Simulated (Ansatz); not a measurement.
C₃H₇FSi, SMILES F[C@H]1C[C@@H]1[SiH3].

Geometry optimised at B3LYP-D3(BJ)/def2-SVP. The structure was generated by enumeration; whether it is a known compound was not checked.

Two levels are set side by side: PBE/def2-SVPD (Ansatz, a first-principles code) and CAM-B3LYP/def2-SVPD (Ansatz). Energy differences of separate SCF runs at the same geometry; the states with an electron removed or added have multiplicity 2 and 2. Differences are taken from unrounded values.

```
quantity                            PBE
---------------------------------  ----
vertical ionisation energy (eV)    9.98
vertical singlet–triplet gap (eV)  6.91
```

Question: These are the PBE values. What does CAM-B3LYP give? (The exact figures need the calculation; the answer reports its results.)

Answer: 
| quantity | CAM-B3LYP | PBE minus CAM-B3LYP |
|---|---|---|
| vertical ionisation energy (eV) | 10.53 | -0.55 |
| vertical singlet–triplet gap (eV) | 7.86 | -0.94 |
